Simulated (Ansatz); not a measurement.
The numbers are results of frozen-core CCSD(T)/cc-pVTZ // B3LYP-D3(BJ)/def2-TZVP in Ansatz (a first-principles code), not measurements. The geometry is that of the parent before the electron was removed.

Ansatz 0.2 input:
```yaml
crystal:
  periodic: [false, false, false]
  atoms:
    - { symbol: O, position_ang: [2.815937, -0.062021, 0.008398] }
    - { symbol: Si, position_ang: [1.234634, 0.339953, 0.121912] }
    - { symbol: C, position_ang: [-0.045622, -0.707268, -0.232483] }
    - { symbol: Si, position_ang: [-1.794128, -0.172748, -0.072485] }
    - { symbol: H, position_ang: [3.480127, 0.59656, 0.228272] }
    - { symbol: H, position_ang: [1.061144, 1.731008, 0.572214] }
    - { symbol: H, position_ang: [0.165725, -1.719421, -0.561801] }
    - { symbol: H, position_ang: [-1.831411, 1.240089, 0.387933] }
    - { symbol: H, position_ang: [-2.533013, -0.253728, -1.359409] }
    - { symbol: H, position_ang: [-2.553395, -0.992424, 0.907449] }
basis:
  gaussian: { orbitals: cc-pVTZ }
correlation:
  method: ccsd_t
total_charge: 1
magnetization:
  spin_polarized: true
  initial_magnetization: 1
```

Output:

```
Functional definition: HF
1216 factors; integrals over basis functions are off by at most 1.3e-3 eV
mean field evaluation 1: about -18874.1937 eV, gradient 4.0e1 eV
mean field evaluation 2: about -18874.2097 eV, gradient 4.0e1 eV
mean field evaluation 4: about -18881.5336 eV, gradient 4.0e0 eV
mean field evaluation 8: about -18881.8344 eV, gradient 1.6e-1 eV
mean field evaluation 16: about -18881.5096 eV, gradient 4.0e0 eV
mean field evaluation 32: about -18877.9897 eV, gradient 5.9e0 eV
mean field evaluation 64: about -18877.4629 eV, gradient 5.3e0 eV
mean field evaluation 96: about -18877.9930 eV, gradient 2.1e-3 eV
mean field evaluation 128: about -18867.2292 eV, gradient 1.3e1 eV
mean field -18881.83468140 eV, -693.8946259742 hartree, gradient 5.6e-6 eV, S^2 0.758539; 3 other end points of the search recorded, 0 dependent functions left out
determinant -18881.83468140 eV, -693.8946259742 hartree, with singles and doubles -18899.68938101 eV, -694.5507740827 hartree
determinant -18878.56470549 eV, -693.7744565760 hartree, with singles and doubles -18896.69528080 eV, -694.4407429293 hartree
12 core orbitals not correlated
reference -18881.83468140 eV, -693.8946259742 hartree; 12, 11 occupied and 188, 189 virtual orbitals, 1216 factors
second order -16.30527968 eV of doubles, -0.00000000 eV of singles
cycle   1  -17.58718060 eV  change    -1.4e0 eV  update   2.9e-2
cycle   2  -17.62321721 eV  change   -3.6e-2 eV  update   7.3e-3
cycle   3  -17.62336074 eV  change   -1.4e-4 eV  update   3.9e-3
cycle   4  -17.62618305 eV  change   -2.8e-3 eV  update   2.1e-3
cycle   5  -17.62777825 eV  change   -1.6e-3 eV  update   1.2e-3
cycle   6  -17.62842477 eV  change   -6.5e-4 eV  update   5.7e-4
cycle   7  -17.62856095 eV  change   -1.4e-4 eV  update   2.2e-4
cycle   8  -17.62859322 eV  change   -3.2e-5 eV  update   8.2e-5
cycle   9  -17.62853560 eV  change    5.8e-5 eV  update   3.3e-5
cycle  10  -17.62851954 eV  change    1.6e-5 eV  update   1.7e-5
perturbative correction -0.64408116 eV, -0.0236695462 hartree
Total energy: -18900.10728210 eV, -694.5661316642 hartree
```

Cost: roughly 9 core-minutes.
